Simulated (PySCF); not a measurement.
C3H6Cl, doublet, geometry from GFN2-xTB; HF/def2-SVP in PySCF.

Input for PySCF:
```python
from pyscf import gto, scf

mol = gto.Mole()
mol.atom = '''
    C     0.881968   -0.690356   -0.065206
    C     2.334461   -0.222895   -0.008719
    C    -0.045219    0.451333   -0.217277
    H     0.630046   -1.249113    0.840933
    H     0.771878   -1.394276   -0.906128
    H     3.000275   -1.075943    0.092328
    Cl   -1.689305    0.260271    0.153349
    H     2.596858    0.314490   -0.916533
    H     2.487241    0.439355    0.839254
    H     0.204635    1.312395   -0.809565
'''
mol.basis = 'def2-svp'
mol.charge = 0
mol.spin = 1
mol.verbose = 4
mol.build()

mf = scf.UHF(mol)
mf.kernel()
```

What the program printed (banner, timings and long lists left out):

```
PySCF version 2.14.0

[INPUT] verbose = 4
[INPUT] num. atoms = 10
[INPUT] num. electrons = 41
[INPUT] charge = 0
[INPUT] spin (= nelec alpha-beta = 2S) = 1
[INPUT] symmetry False subgroup None
[INPUT] Mole.unit = angstrom
[INPUT] Symbol           X                Y                Z      unit          X                Y                Z       unit  Magmom
[INPUT]  1 C      0.881968000000  -0.690356000000  -0.065206000000 AA    1.666677970630  -1.304583768450  -0.123221481678 Bohr   0.0
[INPUT]  2 C      2.334461000000  -0.222895000000  -0.008719000000 AA    4.411491938478  -0.421210504535  -0.016476522080 Bohr   0.0
[INPUT]  3 C     -0.045219000000   0.451333000000  -0.217277000000 AA   -0.085451525627   0.852895760978  -0.410594023167 Bohr   0.0
[INPUT]  4 H      0.630046000000  -1.249113000000   0.840933000000 AA    1.190614385878  -2.360481468634   1.589133059109 Bohr   0.0
[INPUT]  5 H      0.771878000000  -1.394276000000  -0.906128000000 AA    1.458638021577  -2.634799782054  -1.712333753800 Bohr   0.0
[INPUT]  6 H      3.000275000000  -1.075943000000   0.092328000000 AA    5.669698048379  -2.033237595643   0.174474633629 Bohr   0.0
[INPUT]  7 Cl    -1.689305000000   0.260271000000   0.153349000000 AA   -3.192323790858   0.491840908167   0.289787611476 Bohr   0.0
[INPUT]  8 H      2.596858000000   0.314490000000  -0.916533000000 AA    4.907350404386   0.594299968914  -1.731996354126 Bohr   0.0
[INPUT]  9 H      2.487241000000   0.439355000000   0.839254000000 AA    4.700204295789   0.830260621458   1.585960208946 Bohr   0.0
[INPUT] 10 H      0.204635000000   1.312395000000  -0.809565000000 AA    0.386704105500   2.480067117249  -1.529856130034 Bohr   0.0

nuclear repulsion = 150.550858791885
number of shells = 44
number of NR pGTOs = 150
number of NR cGTOs = 90
basis = def2-svp
ecp = {}

******** <class 'pyscf.scf.uhf.UHF'> ********
method = UHF
initial guess = minao
damping factor = 0
level_shift factor = 0
DIIS = <class 'pyscf.scf.diis.CDIIS'>
diis_start_cycle = 1
diis_space = 8
diis_damp = 0
SCF conv_tol = 1e-09
SCF conv_tol_grad = None
SCF max_cycles = 50
direct_scf = True
direct_scf_tol = 1e-13
number electrons alpha = 21  beta = 20
Set gradient conv threshold to 3.16228e-05
init E= -576.825544275664

cycle= 1 E= -576.25482062114  delta_E= 0.571  |g|= 0.293  |ddm|= 2.13
cycle= 2 E= -576.310213948829  delta_E= -0.0554  |g|= 0.134  |ddm|= 0.467
cycle= 3 E= -576.320927706924  delta_E= -0.0107  |g|= 0.0436  |ddm|= 0.191
cycle= 4 E= -576.322973826004  delta_E= -0.00205  |g|= 0.0121  |ddm|= 0.086
cycle= 5 E= -576.323237268935  delta_E= -0.000263  |g|= 0.00582  |ddm|= 0.0285
cycle= 6 E= -576.323305512044  delta_E= -6.82e-05  |g|= 0.00232  |ddm|= 0.0166
cycle= 7 E= -576.323316438062  delta_E= -1.09e-05  |g|= 0.000894  |ddm|= 0.00744
cycle= 8 E= -576.323317949047  delta_E= -1.51e-06  |g|= 0.000368  |ddm|= 0.00267
cycle= 9 E= -576.323318247067  delta_E= -2.98e-07  |g|= 0.000139  |ddm|= 0.00124
cycle= 10 E= -576.323318287147  delta_E= -4.01e-08  |g|= 4.98e-05  |ddm|= 0.000491
cycle= 11 E= -576.323318291789  delta_E= -4.64e-09  |g|= 1.95e-05  |ddm|= 0.000162
cycle= 12 E= -576.323318292431  delta_E= -6.42e-10  |g|= 8.23e-06  |ddm|= 5.75e-05
Extra cycle  E= -576.32331829252  delta_E= -8.89e-11  |g|= 5.26e-06  |ddm|= 1.37e-05
converged SCF energy = -576.32331829252  <S^2> = 0.76479258  2S+1 = 2.0147383
```
